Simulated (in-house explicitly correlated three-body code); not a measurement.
Results of a calculation; reference values are marked as such.
## Taking the two-electron ground state apart, Z = 4.8

A variational code in 260 exponentially correlated functions gives, for two electrons around a point charge Z = 4.8 (non-relativistic, fixed nucleus, atomic units): E = -20.1959034, <1/r> = 4.487677 per electron, <1/r12> = 2.689895. From its density, U = 5.553764 (Hartree energy) and T_s = 20.153578 (kinetic energy of the doubly filled orbital √(n/2)). Further, <r²> = 0.155195 per electron, <r12²> = 0.318176 and <p1·p2> = 0.526271.

Problem. Check the virial theorem, and compare with the screened hydrogenic estimate.

Solution. V = −2Z<1/r> + <1/r12> = -43.081699 + 2.689895 = -40.391804, and 2E = -40.391807, so T = −E = 20.195903. A product of 1s orbitals with exponent Z − 5/16 = 4.4875 gives −4.4875² = -20.13766, which is 58.2 millihartree too high.

Problem. Find the exchange and correlation energies of density-functional theory.

Solution. For two electrons in one orbital E_x = −U/2 = -2.776882. The potential part of correlation is U_c = <1/r12> − U − E_x = -0.086987, the kinetic part T_c = T − T_s = 0.042325, and E_c = T_c + U_c = -0.044662 hartree. Restricted Hartree-Fock gives -20.151245, so the correlation energy of wave-function theory is -0.044658.

Problem. What do the second moments say about angular correlation and diamagnetism?

Solution. From r12² = r1² + r2² − 2 r1·r2, <r1·r2> = <r²> − <r12²>/2 = -0.00389 bohr². It vanishes for a product of s orbitals, and its negative sign shows that the electrons favour opposite sides of the nucleus. The Langevin susceptibility is −0.79199e-6 × 2<r²> = -0.2458e-6 cm³/mol.

Problem. How does a model nuclear mass of 9.6 u change the ionisation energy, to first order in m/M (1 hartree = 27.211386 eV)?

Solution. m/M = 1/(9.6 × 1822.8885) = 5.71437e-05. With a fixed nucleus the second electron is bound by −Z²/2 − E = 8.675903 hartree = 236.0834 eV. The reduced mass scales this by 1 − m/M, a change of -13.491 meV. The mass-polarisation term raises the two-electron state by (m/M)<p1·p2> = 30.07 microhartree, a further -0.818 meV. The sum is 236.0690 eV, before relativistic and QED terms.
